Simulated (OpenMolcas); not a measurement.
# Rh2+: moving or changing the point charges

Rh2+ among 2 point charges of -2 e arranged as a linear pair (D∞h), 2.26 Å from the ion.
```
   0.0000    0.0000    2.2600  -2.00
   0.0000    0.0000   -2.2600  -2.00
```

```json
{"Program": "OpenMolcas", "Method": "CASSCF", "Basis": "ANO-RCC-VTZP [7s6p4d2f1g]", "Scalar Hamiltonian": "DKH2, point nucleus", "Active space": "7 electrons in 5 orbitals (4d)", "State averaging": "2S+1 = 4 even, 10 roots; 2S+1 = 2 even, 40 roots", "Spin-orbit coupling": "RASSI with atomic mean-field integrals over the reference wave functions"}
```

Runs around this geometry, states (labels by Λ). Energies in cm-1 above the lowest state or level, χT in cm3 K/mol.

```csv
R (Å),q (e),Ground state,First state of that spin,First gap with spin-orbit (degeneracies),χT at 300 K,First state of another spin
2.26,-1.6,4Φ,4Σ 577.4,"948.5 (2, 2)",4.933,2Π 13268
2.08,-2,4Σ,4Φ 1743,"98.0 (2, 2)",3.042,2Π 11562
2.26,-2,4Σ,4Φ 370.7,"802.7 (2, 2)",4.896,2Π 12318
2.53,-2,4Φ,4Σ 784.7,"868.9 (2, 2)",4.976,2Π 13783
```

The ground state changes within this set.

Without dynamic correlation the repulsion within the d shell is too large (B by tens of per cent), so at a given field states of lower spin stand too high. Point charges give a weaker field than real ligands, and real ions of this kind are as a rule low spin; the high spin found here belongs to the model. The ground term spreads over less than 5000 cm-1, several times less than with real ligands, so orbital moments are less quenched and χT lies further from the spin-only value than at real sites. Point charges carry no covalency, so the field is a model and not that of real ligands. A group larger than the point group allows holds several states that coincide in this model. No measured value stands beside these numbers.
